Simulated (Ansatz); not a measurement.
`BrB1CC1Br` + H₂O → `OB1CC1Br` + HBr  (formal hydrolysis of a B–Br bond)

Computed with Ansatz on PBE0-D4/def2-TZVP structures; ΔE is electronic, products minus reactants. CCSD(T)/CBS is the MP2 limit (def2-TZVPP, def2-QZVPP) plus CCSD(T) − MP2 in def2-TZVPP, frozen cores. This one scheme is used for every species. For Br outer-core shells are correlated without core-valence functions, which leaves a few kJ/mol of doubt a bond. Scalar relativity is left out up to krypton. One conformer a species, not always the lowest.

`BrB1CC1Br`:

Z-matrix (Å, degrees):
```
C
B 1 1.517
C 1 1.545 2 59.4
H 1 1.088 2 119.0 3 108.0
H 1 1.087 2 122.1 3 -101.2
Br 2 1.863 1 150.1 3 -169.9
Br 3 1.919 1 118.5 2 106.8
H 3 1.083 1 116.9 2 -116.1
```

H₂O:

Cartesian coordinates in Å:
```
O -0.071 0.255 -0.285
H 0.645 -0.382 -0.236
H -0.574 0.127 0.521
```

`OB1CC1Br`:

Cartesian coordinates in Å:
```
O -0.092 2.052 0.150
B -0.116 0.736 -0.065
C -0.939 -0.538 -0.163
C 0.617 -0.597 -0.158
Br 1.510 -1.294 1.398
H 0.797 2.407 0.250
H -1.457 -0.889 0.727
H -1.397 -0.894 -1.082
H 1.078 -0.983 -1.059
```

HBr:

```xyz
2

Br   -0.642   -0.239   -0.187
H     0.642    0.239    0.187
```

```json
{"species": "`BrB1CC1Br`", "CCSD(T)/def2-TZVPP energy (Eh)": "-5248.05584"}
{"species": "H₂O", "CCSD(T)/def2-TZVPP energy (Eh)": "-76.33701"}
{"species": "`OB1CC1Br`", "CCSD(T)/def2-TZVPP energy (Eh)": "-2751.10215"}
{"species": "HBr", "CCSD(T)/def2-TZVPP energy (Eh)": "-2573.30857"}
```

Question: Work out ΔE.

Answer: ΔE = (-2751.10215) + (-2573.30857) − (-5248.05584) − (-76.33701) = -0.01787 Eh = -46.9 kJ/mol. CCSD(T)/CBS gives -42.1 kJ/mol.

Largest T1 diagnostic among the species: 0.010.

The D4 term adds +4.9 kJ/mol with B3LYP and +2.6 kJ/mol with PBE0; it sums over pairs of atoms, weighted by their polarisabilities, and B3LYP, whose exchange is more repulsive, gets the larger term. In def2-TZVPP, CCSD(T) changes the Hartree–Fock value by +14.0 kJ/mol (the triples alone add +2.2 kJ/mol) and MP2 by +21.2 kJ/mol.

B3LYP here is the variant with VWN-RPA as its local correlation; programs differ in this.
